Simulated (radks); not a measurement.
Effect of the nuclear size on the arsenic ion As29+, [He] 2s2. Method: Dirac Kohn-Sham, BLYP, spin-unpolarised, spherical densities, finite nucleus; Fermi nuclear charge, rms radius 4.0968 fm; computed with a radial shooting solver on a logarithmic mesh with Libxc functionals. The rms radius is varied about that value; shifts are against it.

[
 {"rms radius (fm)": "3.5232", "total energy shift (eV)": "-0.104", "density at nucleus (e/bohr^3)": "3.623e+04", "1s1/2 shift (meV)": "-44.3", "2s1/2 shift (meV)": "-5.26", "2p1/2 (empty) shift (meV)": "0.332", "3s1/2 (empty) shift (meV)": "-1.51"},
 {"rms radius (fm)": "3.9657", "total energy shift (eV)": "-0.0251", "density at nucleus (e/bohr^3)": "3.594e+04", "1s1/2 shift (meV)": "-10.7", "2s1/2 shift (meV)": "-1.27", "2p1/2 (empty) shift (meV)": "0.080", "3s1/2 (empty) shift (meV)": "-0.365"},
 {"rms radius (fm)": "4.0968", "total energy shift (eV)": "0", "density at nucleus (e/bohr^3)": "3.586e+04", "1s1/2 shift (meV)": "0.000", "2s1/2 shift (meV)": "0.000", "2p1/2 (empty) shift (meV)": "0.000", "3s1/2 (empty) shift (meV)": "0.000"},
 {"rms radius (fm)": "4.4286", "total energy shift (eV)": "0.0670", "density at nucleus (e/bohr^3)": "3.568e+04", "1s1/2 shift (meV)": "28.4", "2s1/2 shift (meV)": "3.38", "2p1/2 (empty) shift (meV)": "-0.213", "3s1/2 (empty) shift (meV)": "0.972"},
 {"rms radius (fm)": "4.6048", "total energy shift (eV)": "0.105", "density at nucleus (e/bohr^3)": "3.558e+04", "1s1/2 shift (meV)": "44.4", "2s1/2 shift (meV)": "5.28", "2p1/2 (empty) shift (meV)": "-0.332", "3s1/2 (empty) shift (meV)": "1.52"}
]

Slopes of the eigenvalues against <r^2> in GHz/fm^2, as finite differences over the two radii next to the reference (eigenvalue slopes, not the field-shift constants of lines): 1s1/2 2430, 2s1/2 289, 2p1/2 (empty) -18.2, 3s1/2 (empty) 83.2.
